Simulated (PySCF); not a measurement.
Compound: CH8SiSn.
Bonds: Si1–C2, C2–Sn3. Hydrogens: H4, H5, H6 on Si1; H7, H8 on C2; H9, H10, H11 on Sn3.

Computed, not measured: PySCF 2.14.0, PBE0-D3(BJ)/def2-SVP geometry optimisation, gas phase, def2 core potentials past Kr.

Q: List the bond lengths and angles at this level.

A: 
```
                    bond  length (pm)   order
                  Si1–C2        187.5  single
                  C2–Sn3        216.0  single
  Si1–H4, Si1–H5, Si1–H6        149.7  single
            C2–H7, C2–H8        110.2  single
Sn3–H9, Sn3–H10, Sn3–H11        171.5  single
```

Bonds in one row agree within 1 pm and their mean is given. Orders are formal, as drawn. A selection of angles:
```
     angle  degrees
 C2–Si1–H4    111.7
 C2–Si1–H5    110.3
 H4–Si1–H5    108.2
Si1–C2–Sn3    114.4
 Si1–C2–H7    109.9
 Sn3–C2–H7    107.5
  H7–C2–H8    107.4
 C2–Sn3–H9    109.4
H9–Sn3–H10    109.4
```

Sn3 (tin bonded to C and 3 H) is tetrahedral (angles from 109.4° to 109.5°). Si1 (SiH3 silicon) is tetrahedral (angles from 108.1° to 111.7°).

Whether it is a minimum is left open (no frequencies).

The run took 18 s on an Intel Xeon Platinum 8375C at 2.90 GHz with one thread, no GPU, on a shared host, and the process peaked at 0.42 GiB of memory. These figures are those of the optimisation.
